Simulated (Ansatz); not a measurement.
Sn₂₄OH₄₀, relaxed as a triplet with UKS PBE-D4/def2-SVP in Ansatz, starting from the PBE-D4/def2-SVP, loosely relaxed geometry of the neutral singlet. Force threshold 0.03 eV/Å.

In the def2 sets Sn takes a core potential; there is no spin–orbit coupling. Single mean-field runs in def2-SVP are fitted with def2-universal-jkfit. The geometry of the charge 0 triplet is only loosely relaxed. The relaxation made no stability test and no search for a lower SCF solution. At PBE0-D4/def2-TZVP a singlet of charge 0 lies 1.15 eV below the triplet, each at its own geometry.

Start:

```xyz
65

Sn   -3.632    5.668    1.079
Sn   -7.145    3.966   -2.090
Sn   -4.036    1.165   -0.201
O    -1.356    0.230    1.444
Sn   -2.161    1.599   -2.291
Sn   -2.536    4.320   -3.075
Sn   -0.967   -3.383    0.909
Sn    3.458   -2.406    3.098
Sn    3.124   -3.796   -1.302
Sn    1.915    0.164   -0.127
Sn    5.557   -6.243    1.777
Sn    6.999   -1.653    0.098
Sn   -3.975    3.007    1.935
Sn   -1.709   -1.413    2.844
Sn    4.118   -5.036    3.870
Sn   -6.457    1.281   -1.653
Sn   -1.699   -1.931   -1.492
Sn    3.949   -6.375   -0.525
Sn   -1.670    5.917   -0.920
Sn   -5.164    5.180   -3.677
Sn    0.260    1.654    1.617
Sn    0.643    1.152   -2.456
Sn    1.769   -2.523    0.835
Sn    5.764   -0.894    2.511
Sn    5.227   -2.078   -2.044
H    -3.317    6.664    2.469
H    -5.152    6.187    0.417
H    -8.691    4.101   -2.870
H    -7.267    4.773   -0.558
H    -3.936   -0.464    0.423
H    -1.362   -0.180    0.530
H    -2.779    0.620   -3.604
H    -1.538    4.697   -4.458
H    -0.899   -4.843    1.887
H     2.583   -1.613    4.383
H     2.006   -3.927   -2.631
H     3.495    0.888    0.055
H     6.123   -7.819    2.234
H     6.953   -5.270    1.441
H     7.874   -3.127    0.379
H     8.170   -0.442   -0.335
H    -5.477    2.845    2.799
H    -2.717    2.566    3.054
H    -3.334   -0.972    3.307
H    -0.669   -0.767    4.093
H     2.654   -5.926    4.153
H     5.024   -5.045    5.352
H    -7.709    0.406   -0.824
H    -6.207    0.502   -3.185
H    -3.262   -2.717   -1.822
H    -0.654   -2.992   -2.486
H     2.528   -7.300   -0.146
H     4.768   -7.199   -1.815
H    -1.500    7.594   -1.341
H    -0.136    5.398   -0.290
H    -5.243    6.911   -3.496
H    -5.510    4.822   -5.343
H    -0.581    3.069    1.030
H     0.304    1.741    3.352
H     1.437    2.656   -2.858
H     0.900    0.055   -3.777
H     5.325    0.784    2.426
H     6.914   -1.049    3.806
H     4.505   -0.556   -2.482
H     6.102   -2.643   -3.435
```

Estimate the energy that the relaxation releases and the steps that it takes.

1.10 eV, in 23 steps; 2.1 min on 11 threads of AMD EPYC 7R13 on a shared host and a whole NVIDIA H100 80GB HBM3. The force fell under the threshold at step 20, but the optimiser went on and released 0.011 eV more. No frequencies were taken in this run, so the end may be a saddle point.

Does the start keep its bonding?

Bonds formed: Sn5–Sn17 (atoms count from 1).

Predict the relaxed structure.


Cartesian coordinates in Å:
```
Sn -3.138 5.535 1.069
Sn -6.897 3.839 -2.079
Sn -4.200 0.972 -0.078
O -1.329 0.771 1.708
Sn -2.219 0.844 -2.138
Sn -2.323 3.670 -3.027
Sn -0.825 -2.874 0.973
Sn 3.394 -2.579 3.133
Sn 3.149 -3.391 -1.461
Sn 1.771 0.665 0.371
Sn 5.515 -6.200 1.345
Sn 6.978 -1.439 0.306
Sn -4.229 3.054 1.826
Sn -1.585 -0.963 2.905
Sn 4.047 -5.285 3.558
Sn -6.595 1.093 -1.571
Sn -2.122 -2.142 -1.453
Sn 3.900 -6.063 -0.952
Sn -1.332 5.454 -1.082
Sn -4.864 4.610 -3.859
Sn 0.255 2.532 2.056
Sn 0.653 0.831 -2.244
Sn 1.906 -2.174 0.771
Sn 5.654 -0.936 2.741
Sn 5.329 -1.680 -1.962
H -2.380 6.216 2.480
H -4.466 6.585 0.645
H -8.474 4.264 -2.669
H -6.664 4.674 -0.571
H -4.090 -0.562 0.760
H -1.284 0.496 0.766
H -2.985 0.252 -3.599
H -1.276 3.749 -4.429
H -1.167 -4.448 1.638
H 2.470 -1.955 4.476
H 2.042 -3.340 -2.807
H 3.410 1.236 0.129
H 6.105 -7.813 1.601
H 6.897 -5.172 1.133
H 7.885 -2.909 0.474
H 8.129 -0.164 0.037
H -5.929 3.270 2.170
H -3.496 2.477 3.288
H -3.194 -0.717 3.505
H -0.449 -0.614 4.171
H 2.577 -6.202 3.689
H 4.917 -5.495 5.047
H -7.938 0.413 -0.704
H -6.433 0.220 -3.062
H -3.751 -2.781 -1.439
H -1.268 -3.017 -2.707
H 2.459 -6.991 -0.668
H 4.699 -6.771 -2.326
H -1.195 7.048 -1.771
H 0.255 4.999 -0.537
H -4.813 6.345 -4.005
H -5.232 3.979 -5.436
H -1.125 3.468 1.427
H -0.082 2.160 3.753
H 1.067 2.244 -3.178
H 1.004 -0.560 -3.239
H 5.109 0.714 2.747
H 6.792 -1.101 4.046
H 4.694 -0.117 -2.379
H 6.285 -2.224 -3.309
```
Bond lengths (bridged metal pairs left out): 28 × Sn–Sn 2.81 to 3.07 Å; 2 × O–Sn 2.12 to 2.39 Å; 39 × H–Sn 1.73 to 1.78 Å; 1 × H–O 0.98 Å.
